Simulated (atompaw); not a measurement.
## Scattering properties, PAW (atompaw) potential for Pm

```
Element                 : Pm
Generator               : atompaw 4.2.0.5
Type                    : PAW
Functional              : PBE
Relativity              : scalar-relativistic
Frozen core             : [Kr]
Valence charge          : 25
Reference configuration : 4d10 4f4 5s2 5p6 5d1 6s2 6p0
Partial waves           : 5s (bound): rc 2.35 bohr; 6s (bound): rc 2.75 bohr; 5p (bound): rc 2.15 bohr; 6p (bound, empty): rc 2.75 bohr; 4d (bound): rc 1.10 bohr; 5d (bound): rc 1.45 bohr; 4f (bound): rc 1.75 bohr; 4f channel at 4.65 Ry: rc 1.75 bohr
Local potential         : troulliermartins scheme with l = 4 at 0 Ry, radius 1.95 bohr
Core correction         : smooth core density matched at 1.95 bohr
Augmentation charge     : besselshape compensation charge, radius 2.25 bohr; PAW radius 2.75 bohr; waves and projectors: custom polynom vanderbiltortho
```

The phase is arctan(r·u′/u) with u = r·R(r), unwrapped; energies in Ry, scanned from -12 to 5 Ry. A pole is an energy at which the radial function vanishes at the test radius. The pseudo phase is shifted by a multiple of π to meet the all-electron one at the reference energy, and phase errors are pseudo minus all-electron; the curves can meet again beyond the range given. Levels narrower than the energy grid can be missing from the lists of poles.

Task: For each channel, where are the poles, and over which energies does the pseudopotential scatter like the atom?

Result:

```json
{"channel": "s", "radius (bohr)": "2.76", "reference energy (Ry)": "-0.29", "poles, all-electron": "-3.21, 3.47", "poles, pseudo": "-3.21, 1.64, 4.06", "unbroken range about the reference energy with phases within 0.05 rad": "below 0.6", "phase error 1 Ry above the reference energy (rad)": "-0.055"}
{"channel": "p", "radius (bohr)": "2.76", "reference energy (Ry)": "-0.10", "poles, all-electron": "-1.58, 4.91", "poles, pseudo": "-1.58, 2.87", "unbroken range about the reference energy with phases within 0.05 rad": "below 1.0", "phase error 1 Ry above the reference energy (rad)": "-0.026"}
{"channel": "d", "radius (bohr)": "2.76", "reference energy (Ry)": "-0.21", "poles, all-electron": "0.81", "poles, pseudo": "0.81", "unbroken range about the reference energy with phases within 0.05 rad": "below 3.5", "phase error 1 Ry above the reference energy (rad)": "+0.000"}
{"channel": "f", "radius (bohr)": "2.76", "reference energy (Ry)": "-0.55", "poles, all-electron": "-0.50, 3.78", "poles, pseudo": "-0.50, 3.78", "unbroken range about the reference energy with phases within 0.05 rad": "below 1.5", "phase error 1 Ry above the reference energy (rad)": "+0.004"}
```

Phases in the f channel:

| E (Ry) | all-electron | pseudo |
| --- | --- | --- |
| -12.00 | 1.469 | 1.469 |
| -11.52 | 1.467 | 1.467 |
| -11.04 | 1.465 | 1.465 |
| -10.56 | 1.462 | 1.462 |
| -10.08 | 1.460 | 1.460 |
| -9.60 | 1.457 | 1.457 |
| -9.12 | 1.455 | 1.455 |
| -8.64 | 1.452 | 1.452 |
| -8.16 | 1.448 | 1.448 |
| -7.68 | 1.445 | 1.445 |
| -7.20 | 1.441 | 1.441 |
| -6.72 | 1.437 | 1.437 |
| -6.24 | 1.432 | 1.432 |
| -5.76 | 1.427 | 1.427 |
| -5.28 | 1.421 | 1.421 |
| -4.80 | 1.415 | 1.415 |
| -4.32 | 1.407 | 1.407 |
| -3.84 | 1.399 | 1.399 |
| -3.36 | 1.389 | 1.389 |
| -2.88 | 1.376 | 1.377 |
| -2.40 | 1.361 | 1.361 |
| -1.92 | 1.341 | 1.341 |
| -1.44 | 1.311 | 1.312 |
| -0.96 | 1.251 | 1.252 |
| -0.48 | -1.639 | -1.639 |
| 0.00 | -1.883 | -1.881 |
| 0.48 | -1.998 | -1.993 |
| 0.96 | -2.210 | -2.198 |
| 1.44 | -2.807 | -2.766 |
| 1.92 | -3.908 | -3.872 |
| 2.40 | -4.382 | -4.371 |
| 2.88 | -4.561 | -4.556 |
| 3.36 | -4.655 | -4.654 |
| 3.84 | -4.720 | -4.719 |
| 4.32 | -4.774 | -4.774 |
| 4.80 | -4.828 | -4.828 |
